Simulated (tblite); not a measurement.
A geometry optimisation, step by step.

C7H8O2.
Numbering: `[CH3:1][C:2]#[C:3]/[CH:4]=[C:5](\[CH:6]=[O:7])[CH2:8][OH:9]` (hydrogens: H10, H11, H12 on C1; H13 on C4; H14 on C6; H15, H16 on C8; H17 on O9)

Computed with GFN2-xTB (tblite), gas phase: L-BFGS steps from a force-field or distance-geometry start until the largest atomic force falls under 0.01 eV/Å. 6 of its 73 geometries are shown.

Step 0: E = -737.0387 eV, largest atomic force 1.925 eV/Å
```
atom  x, y, z in Å  |  force x, y, z in eV/Å
C1     -3.725   -0.291   -0.386   -0.260   0.068   0.046
C2     -2.320   -0.435   -0.073    0.783  -0.165   0.230
C3     -1.141   -0.569    0.203   -0.890   0.181  -0.305
C4      0.226   -0.719    0.506   -0.626  -0.874   0.382
C5      1.182    0.179    0.264   -0.047   1.456  -0.403
C6      0.870    1.478   -0.399    1.908   0.243   0.077
O7      1.760    2.289   -0.674   -1.311  -0.975   0.274
C8      2.629   -0.024    0.625    0.273  -0.181  -0.478
O9      3.435   -0.041   -0.548   -0.248   0.685   0.241
H10    -3.929    0.677   -0.856    0.169  -0.122   0.041
H11    -4.349   -0.350    0.518    0.319  -0.040  -0.121
H12    -4.067   -1.078   -1.069    0.224   0.083   0.116
H13     0.493   -1.663    1.004   -0.154   0.349  -0.224
H14    -0.176    1.683   -0.638   -0.164  -0.075   0.023
H15     2.771   -0.977    1.134    0.029  -0.193  -0.099
H16     2.976    0.761    1.305   -0.088   0.206   0.020
H17     3.359    0.866   -0.925    0.084  -0.648   0.176
```

Step 14: E = -737.1397 eV, largest atomic force 0.058 eV/Å
```
atom  x, y, z in Å  |  force x, y, z in eV/Å
C1     -3.716   -0.293   -0.382   -0.025   0.019  -0.007
C2     -2.319   -0.438   -0.067    0.013  -0.002   0.012
C3     -1.144   -0.528    0.193   -0.042  -0.021  -0.006
C4      0.207   -0.701    0.510    0.016   0.031  -0.001
C5      1.176    0.207    0.268   -0.010  -0.035   0.002
C6      0.888    1.474   -0.395   -0.026  -0.025  -0.001
O7      1.729    2.288   -0.702    0.016   0.036  -0.043
C8      2.625   -0.029    0.618   -0.004  -0.006   0.011
O9      3.448   -0.026   -0.522    0.027   0.015   0.042
H10    -3.895    0.673   -0.853   -0.021   0.027  -0.022
H11    -4.311   -0.359    0.528   -0.002  -0.012   0.017
H12    -4.031   -1.084   -1.063    0.014  -0.014   0.000
H13     0.456   -1.644    0.984    0.021   0.014   0.004
H14    -0.182    1.645   -0.614   -0.014  -0.001   0.009
H15     2.759   -1.002    1.096    0.002  -0.011  -0.017
H16     2.938    0.757    1.325    0.038  -0.029  -0.013
H17     3.365    0.845   -0.934   -0.004   0.014   0.012
```

Step 29: E = -737.1447 eV, largest atomic force 0.051 eV/Å
```
atom  x, y, z in Å  |  force x, y, z in eV/Å
C1     -3.719   -0.287   -0.381    0.015  -0.011   0.004
C2     -2.319   -0.415   -0.063    0.011  -0.004   0.008
C3     -1.144   -0.517    0.198   -0.033  -0.020   0.022
C4      0.209   -0.689    0.518   -0.006   0.018  -0.020
C5      1.182    0.209    0.258   -0.006  -0.020   0.013
C6      0.885    1.466   -0.419   -0.022  -0.024   0.009
O7      1.714    2.271   -0.782    0.028  -0.010  -0.001
C8      2.627   -0.042    0.619    0.021  -0.001  -0.017
O9      3.473    0.010   -0.500    0.038   0.001  -0.008
H10    -3.918    0.673   -0.859    0.019  -0.024   0.012
H11    -4.315   -0.364    0.529    0.018   0.007  -0.010
H12    -4.014   -1.091   -1.057   -0.002   0.017   0.000
H13     0.465   -1.626    1.001   -0.047   0.020  -0.004
H14    -0.194    1.637   -0.589   -0.004   0.025  -0.022
H15     2.751   -1.039    1.051   -0.002   0.007  -0.010
H16     2.934    0.705    1.370    0.000   0.001  -0.010
H17     3.375    0.885   -0.903   -0.026   0.018   0.032
```

Step 43: E = -737.1484 eV, largest atomic force 0.035 eV/Å
```
atom  x, y, z in Å  |  force x, y, z in eV/Å
C1     -3.723   -0.290   -0.377   -0.001  -0.003   0.003
C2     -2.326   -0.419   -0.050   -0.013   0.015  -0.005
C3     -1.152   -0.506    0.216    0.020  -0.005   0.000
C4      0.202   -0.681    0.531   -0.006  -0.011   0.000
C5      1.186    0.196    0.243    0.001   0.028  -0.016
C6      0.899    1.448   -0.448    0.007   0.025  -0.011
O7      1.737    2.234   -0.836   -0.015  -0.024   0.020
C8      2.631   -0.056    0.608   -0.010   0.000   0.001
O9      3.500    0.070   -0.486   -0.016   0.011   0.011
H10    -3.915    0.670   -0.856    0.007   0.002   0.003
H11    -4.325   -0.364    0.529    0.001   0.003   0.009
H12    -4.017   -1.091   -1.056    0.005  -0.005  -0.004
H13     0.444   -1.610    1.035   -0.002   0.001   0.004
H14    -0.178    1.643   -0.602   -0.005  -0.015  -0.016
H15     2.760   -1.071    0.993    0.008   0.004   0.002
H16     2.910    0.658    1.403    0.007  -0.023   0.001
H17     3.361    0.954   -0.859    0.010  -0.002  -0.004
```

Step 58: E = -737.1499 eV, largest atomic force 0.016 eV/Å
```
atom  x, y, z in Å  |  force x, y, z in eV/Å
C1     -3.722   -0.285   -0.369   -0.013  -0.005   0.000
C2     -2.325   -0.412   -0.041   -0.005   0.012  -0.006
C3     -1.151   -0.504    0.222   -0.008   0.004   0.003
C4      0.201   -0.677    0.536   -0.003   0.003   0.001
C5      1.187    0.194    0.232    0.003  -0.010  -0.001
C6      0.900    1.436   -0.475   -0.001  -0.015  -0.004
O7      1.736    2.239   -0.832   -0.015   0.001   0.002
C8      2.628   -0.065    0.604    0.009   0.000  -0.001
O9      3.512    0.108   -0.471    0.004  -0.002  -0.004
H10    -3.917    0.673   -0.848    0.010   0.003   0.001
H11    -4.325   -0.361    0.536   -0.002   0.002   0.015
H12    -4.012   -1.088   -1.047   -0.005  -0.006  -0.011
H13     0.440   -1.595    1.061    0.007   0.001  -0.009
H14    -0.174    1.604   -0.676    0.007   0.002  -0.001
H15     2.756   -1.095    0.947    0.008   0.003   0.005
H16     2.898    0.613    1.434   -0.007   0.004   0.003
H17     3.361    0.999   -0.824    0.011   0.002   0.006
```

Step 72: E = -737.1504 eV, largest atomic force 0.010 eV/Å
```
atom  x, y, z in Å  |  force x, y, z in eV/Å
C1     -3.726   -0.282   -0.364    0.005  -0.001   0.003
C2     -2.328   -0.409   -0.039    0.007   0.001   0.000
C3     -1.153   -0.502    0.222   -0.004  -0.003  -0.004
C4      0.201   -0.679    0.534    0.000   0.003  -0.005
C5      1.188    0.188    0.225   -0.004  -0.008  -0.003
C6      0.899    1.427   -0.486   -0.004  -0.006  -0.001
O7      1.730    2.241   -0.829    0.007   0.004  -0.003
C8      2.630   -0.066    0.602   -0.006  -0.003   0.005
O9      3.522    0.120   -0.463   -0.001   0.002   0.004
H10    -3.920    0.677   -0.843    0.004  -0.003   0.004
H11    -4.326   -0.358    0.542    0.002   0.001   0.000
H12    -4.017   -1.084   -1.043   -0.002   0.004   0.003
H13     0.438   -1.597    1.061    0.003   0.004  -0.006
H14    -0.173    1.583   -0.702   -0.002   0.001  -0.001
H15     2.764   -1.097    0.940   -0.003  -0.008   0.006
H16     2.887    0.607    1.439    0.002   0.006   0.002
H17     3.378    1.016   -0.806   -0.003   0.005  -0.002
```

Q: Summarise the path.

A: The energy falls by 0.1117 eV from step 0 to step 72; nine tenths of that is first reached at step 13. It falls at every step. The largest force goes from 1.925 to 0.010 eV/Å. Among the bonds C5–C6 changes most, from 1.492 to 1.458 Å; the atoms move by 0.124 Å rms after alignment.

What follows is the cost of the whole relaxation. On one thread of an Intel Xeon at 2.70 GHz, no GPU, shared host, this took 1.0 s of wall time.
